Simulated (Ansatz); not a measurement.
Reaction (redistribution): `[F][Al]([Cl])[SeH]` + `N=C[SiH2]O` → `N=C[SiH2][SeH]` + `[OH][Al]([F])[Cl]`

Program: Ansatz. Geometries: PBE0-D4/def2-TZVP. ΔE: electronic, gas phase. CCSD(T)/CBS is the MP2 limit (def2-TZVPP, def2-QZVPP) plus CCSD(T) − MP2 in def2-TZVPP, frozen cores. This one scheme is used for every species. DFT in def2-TZVPP. For Se outer-core shells are correlated without core-valence functions, which leaves a few kJ/mol of doubt a bond. Scalar relativity is left out up to krypton. Each species was taken in one conformer, which may not be the lowest.

`[F][Al]([Cl])[SeH]`:

Z-matrix (Å, degrees):
```
Al
F 1 1.639
Se 1 2.288 2 120.1
Cl 1 2.075 2 119.3 3 180.0
H 3 1.471 1 90.0 2 0.0
```

`N=C[SiH2]O`:

Z-matrix (Å, degrees):
```
Si
C 1 1.893
O 1 1.636 2 104.4
H 1 1.487 2 109.9 3 -120.4
H 1 1.487 2 109.9 3 120.4
N 2 1.271 1 114.1 3 0.0
H 2 1.099 1 123.7 3 -180.0
H 3 0.969 1 109.7 2 -0.0
H 6 1.021 2 113.0 1 180.0
```

`N=C[SiH2][SeH]`:

```xyz
9

N    -1.839   -0.018    0.511
C    -0.613    0.057    0.831
Si    0.673   -0.681   -0.333
Se    2.007    0.979   -1.146
H    -2.439    0.436    1.205
H    -0.267    0.563    1.746
H    -0.020   -1.428   -1.406
H     1.614   -1.549    0.421
H     0.885    1.639   -1.829
```

`[OH][Al]([F])[Cl]`:

Cartesian coordinates in Å:
```
O -0.798 0.860 -0.559
Al 0.378 -0.020 0.248
F 1.579 0.796 0.998
Cl 0.371 -2.094 0.334
H -1.531 0.458 -1.021
```

```json
{"species": "`[F][Al]([Cl])[SeH]`", "B2PLYP energy (Eh)": "-3204.22092"}
{"species": "`N=C[SiH2]O`", "B2PLYP energy (Eh)": "-460.43748"}
{"species": "`N=C[SiH2][SeH]`", "B2PLYP energy (Eh)": "-2786.37667"}
{"species": "`[OH][Al]([F])[Cl]`", "B2PLYP energy (Eh)": "-878.27449"}
```

(1) Work out ΔE.

Largest T1 diagnostic among the species: 0.012.

## Answers

(1) ΔE = (-2786.37667) + (-878.27449) − (-3204.22092) − (-460.43748) = 0.00724 Eh = +19.0 kJ/mol. CCSD(T)/CBS gives +19.7 kJ/mol.

In def2-TZVPP, CCSD(T) changes the Hartree–Fock value by −5.0 kJ/mol (the triples alone add −0.1 kJ/mol) and MP2 by −6.6 kJ/mol.
